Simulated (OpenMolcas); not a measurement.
# 5d³ along the 71-electron sequence

```yaml
Program: OpenMolcas 26.06
Method: XMS-CASPT2, IPEA 0.25 Eh, imaginary shift 0.1 Eh
Basis: ANO-RCC-VTZP
Scalar_Hamiltonian: DKH2, point nucleus
Spin-orbit_coupling: state interaction with AMFI integrals over the reference wave functions, term energies averaged over their components
```

Active space for each ion: 3 electrons in 10 orbitals (5d 6d); closed shells correlated by CASPT2: 5s 5p.

Computed levels in cm-1 above ⁴F_3/2:

```
                               Level   Re4+   Os5+   Ir6+   Pt7+
                              ⁴F_5/2   4870   6460   8370  10380
                              ⁴F_7/2   9090  11640  14560  17530
                              ⁴P_1/2  14780  17240  19860  22680
                              ²G_7/2  19880  23650  28120  32760
                              ²H_9/2  20820  24730  29470  34450
                              ⁴P_5/2  21660  25590  29880  34410
                              ²P_1/2  24360  29550  35190  40990
                             ²H_11/2  28390  33270  38990  44890
                           ²D_5/2(1)  30310  35810  41940  48220
weight of ⁴F in the lowest level (%)     86     82     79     76
```

Mixed levels, with the weight of the term that names them: Re4+ ⁴P_1/2 (66 %), Re4+ ²H_9/2 (56 %), Re4+ ²P_1/2 (66 %), Os5+ ⁴P_1/2 (68 %), Os5+ ²H_9/2 (57 %), Os5+ ²P_1/2 (68 %), Ir6+ ⁴P_1/2 (68 %), Ir6+ ²H_9/2 (55 %), Ir6+ ²P_1/2 (68 %), Pt7+ ⁴P_1/2 (68 %), Pt7+ ²G_7/2 (74 %), Pt7+ ²H_9/2 (54 %), Pt7+ ²P_1/2 (68 %).

Measured, with the error of the calculation in %. Measured levels: Re4+ from the list in Brasseur, Gamrath and Quinet, At. Data Nucl. Data Tables 157, 101636 (2024); Os5+ from the list in Brasseur, Palmeri and Quinet, Atoms 13, 11 (2025).

```tsv
Level	Re4+	Os5+
⁴F_5/2	4853 (+0.4)	6397 (+1.1)
⁴F_7/2	8973 (+1.3)	11444 (+1.7)
⁴P_1/2	14325 (+3.1)	16772 (+2.8)
²G_7/2	19013 (+4.5)	22920 (+3.2)
²H_9/2	19967 (+4.3)	24028 (+2.9)
⁴P_5/2	20922 (+3.5)	24828 (+3.0)
²P_1/2	23669 (+2.9)	28860 (+2.4)
²H_11/2	27077 (+4.9)	32156 (+3.5)
²D_5/2(1)	28739 (+5.5)	34418 (+4.0)
```

The fine-structure level ⁴F_7/2 changes by a factor of 1.93 from Re4+ to Pt7+. Its fourth root runs 9.76, 10.39, 10.98, 11.51, with steps per unit of Z of 0.62, 0.60, 0.52; equal steps would mean a (Z - σ)^4 law with constant σ.

⁴P_1/2 changes by a factor of 1.53 over the same range, with steps per unit of Z of +2460, +2620, +2820 cm-1.

CASPT2 breaks the degeneracy within a term, and the mean is taken; among the terms shown or strongly mixed into the levels shown the widest spread is 640 cm-1 (5d³ ⁴F, Re4+). Active for correlation alone: 6d; no level in the range computed is led by a configuration that fills it, so any true level of that kind is missing. Computed and measured levels are paired by configuration, term and J; levels that our copy of the source lacks, or whose pairing is in doubt (as where it misses far off the trend of its configuration), stay unpaired and out of the deviations. Levels of configurations outside the active space are missing.

A number in round brackets counts repeated terms of one configuration in the order of the reference energies.
